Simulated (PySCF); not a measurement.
## Continuum solvent and chemical shifts

Numbering as in the mapped SMILES `[CH:1]#[C:2][CH2:3][n+:4]1[cH:5][cH:6][o:7][cH:8]1`. Each H is labelled by its parent atom.

GIAO PBE0/pcSseg-1 in PySCF 2.14.0 with density-fitted response routines on one PBE0-D3(BJ)/def2-SVP conformer, non-relativistic, equivalent nuclei averaged. Solvents enter as an IEF-PCM continuum (tetrahydrofuran with ε = 7.4, dimethylsulfoxide with ε = 46.8) around the gas-phase geometry. Shifts are referred to TMS computed in the same medium.

In tetrahydrofuran, δ in ppm: C8 158.3, C6 153.0, C5 130.8, C1 89.1, C2 76.8, C3 42.6, H(C8) 8.90, H(C6) 8.49, H(C5) 8.31, H(C3) 5.24, H(C1) 3.23. Dipole moment 2.12 D.

(1) How does each δ change in the more polar medium?

(2) Which nuclei move most (in ppm), and what does the model miss?

## Answers

(1) 
```tsv
atoms	environment	Δδ, dimethylsulfoxide
C8	aromatic CH between two ring heteroatoms	+0.8
C6	aromatic CH next to the ring oxygen	-0.1
C5	aromatic CH next to a ring nitrogen	+0.2
C1	terminal alkyne carbon	-1.0
C2	alkyne carbon	+1.5
C3	propargylic sp3 CH2 bonded to N	0.0
H(C8)	hydrogen on an aromatic CH between two ring heteroatoms	+0.06
H(C6)	hydrogen on an aromatic CH next to the ring oxygen	-0.01
H(C5)	hydrogen on an aromatic CH next to a ring nitrogen	+0.01
H(C3)	hydrogen on a propargylic sp3 CH2 bonded to N	+0.04
H(C1)	hydrogen on a terminal alkyne carbon	-0.03
```

Changes are relative to tetrahydrofuran. The dipole moment becomes 2.29 D in dimethylsulfoxide.

(2) C2 (alkyne carbon, +1.5 ppm) in dimethylsulfoxide. A continuum only polarises the solute; specific hydrogen bonds, the anisotropy of aromatic solvents and changes of geometry or conformer are outside it, as are counter-ions.
